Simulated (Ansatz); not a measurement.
# Which method gave which barrier?

Saddle point of Si$_{4}$H$_{13}$O$_{2}$F, singlet (Si₄H₉F ([F][Si]([SiH3])([SiH3])[SiH3]) + H₂O + H₂O → Si₃H₇OF ([OH][Si]([F])([SiH3])[SiH3]) + SiH₄ + H₂O; bonds formed: Si1–O7, Si2–H8, H6–O9; bonds broken: Si1–Si2, H6–O7, H8–O9), PBE0-D4/def2-TZVP structure:

```
20
angstrom
Si -1.1131 -0.1631 -0.2078
Si 1.7943 -0.4438 0.3121
Si -1.0029 -0.0443 2.1221
Si -0.5326 -1.9443 -1.6157
F -2.7418 -0.0997 -0.4754
H -0.0131 2.1312 -0.6230
O -0.9105 1.4036 -0.9969
H 1.2120 1.5532 0.2026
O 0.9532 2.5389 -0.0938
H 1.3386 -1.8677 0.4456
H 2.7900 -0.4870 -0.8150
H 2.6384 -0.2391 1.5399
H -0.6807 1.3708 2.4617
H -2.2997 -0.3894 2.7740
H 0.0575 -0.9320 2.6603
H -1.5540 -1.9894 -2.7014
H -0.5956 -3.2175 -0.8522
H 0.8080 -1.7932 -2.2352
H -1.7713 1.8021 -1.1695
H 1.6232 2.8107 -0.7324
```

Computed with Ansatz 0.2.0 (basis: def2-TZVPP, with def2-QZVPP for the basis limit); correlated methods freeze the cores. Extrapolation: Hartree–Fock as exp(−7.88 √X), correlation as X^−2.97. Four methods, as single points on the PBE0-D4 structures, gave these electronic barriers from the start structure: 0.500, 1.247, 1.650, 2.425 eV.

Q: The methods were, in alphabetical order, BHLYP-D4, HF, PBE0-D4, SPW92. Which gave which? (Judge from chemistry; the calculation decides.)

A: By the calculation: SPW92 0.500; PBE0-D4 1.247; BHLYP-D4 1.650; HF 2.425 eV. For comparison, CCSD(T) at an estimated basis limit (MP2 extrapolated from triple and quadruple zeta, plus CCSD(T) − MP2 in triple zeta) gives 1.555 eV.

The T1 diagnostic stays at or below 0.014.

Labels in which every atom is bracketed show which atoms are joined, not bond orders.

For scale, one of the runs: CCSD(T)/def2-TZVPP, 443 basis functions, launched by `ansatz run in.yaml --threads 4 --pin off --events-out ev --progress --plain --max-ram 46080MiB --backend cuda --devices 0, --max-vram 37GiB`. The run took 27 s on 4 CPU threads of an AMD EPYC 7R13 and a share of one NVIDIA H100 (shared host), with 1.1 GiB of host memory at its peak.
